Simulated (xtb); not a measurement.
xtb input:

```bash
xtb mol.xyz --gfn 1 --opt tight --chrg 0 --uhf 0
```
mol.xyz:
```
20

C     -2.29372437     0.82422303    -0.77502471
Si    -0.80192809     0.04070907     0.05663326
C     -0.70615509     0.61854939     1.84112890
C     -0.96706719    -1.82940488     0.00349296
C      0.75776681     0.56562520    -0.86446955
Si     2.38452042    -0.08932589    -0.21108237
H     -2.22548459     1.91455390    -0.76223497
H     -2.37568107     0.50847449    -1.81772264
H     -3.22009286     0.54286520    -0.26834681
H     -1.62328798     0.36829378     2.37960838
H      0.12785692     0.15316790     2.37021377
H     -0.57198307     1.70132859     1.89963079
H     -0.13401628    -2.32103928     0.50987722
H     -0.99089311    -2.19526561    -1.02578745
H     -1.89009363    -2.15134195     0.49144680
H      0.66139048     0.25852302    -1.91141653
H      0.80650097     1.65984679    -0.86701868
H      2.40259176    -1.57255297    -0.23714461
H      3.53097146     0.39462938    -1.02035424
H      2.60100729     0.34519575     1.19077074
```

### Question
What final total energy does it print?

### Answer
-19.72042 Eh (GFN1-xTB).
